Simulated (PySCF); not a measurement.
Correlation energy of C+ (carbon, charge +1)

[He] 2s2 2p1, 2P determinant. All numbers are calculated (PySCF 2.14, the non-relativistic Hamiltonian (point nucleus), in cc-pVTZ (4s3p2d1f, 30 functions)). Frozen: 1s2; 3 electrons correlated.

MP2 pair energies summed by pair of shells (mhartree):

```json
{"pair": "2s-2s", "energy": "-29.02", "share (%)": "57.2"}
{"pair": "2s-2p", "energy": "-21.68", "share (%)": "42.8"}
```

Total MP2 correlation energy: -50.70 mhartree.

Same-spin part -3.45 and opposite-spin part -47.25 mhartree; SCS-MP2 scales them by 1/3 and 6/5 to -57.85 mhartree.

| level | correlation energy (mhartree) |
| --- | --- |
| CCSD | -74.52 |
| (T) | -1.15 |
| CCSD(T) | -75.67 |

Diagnostics: T1 = 0.0094, D1 = 0.0179, largest double amplitude 0.132.

Cost of the coupled-cluster step: 0.22 s of wall time on 1 thread of Neoverse-V2 (shared host), for 3 correlated electrons.
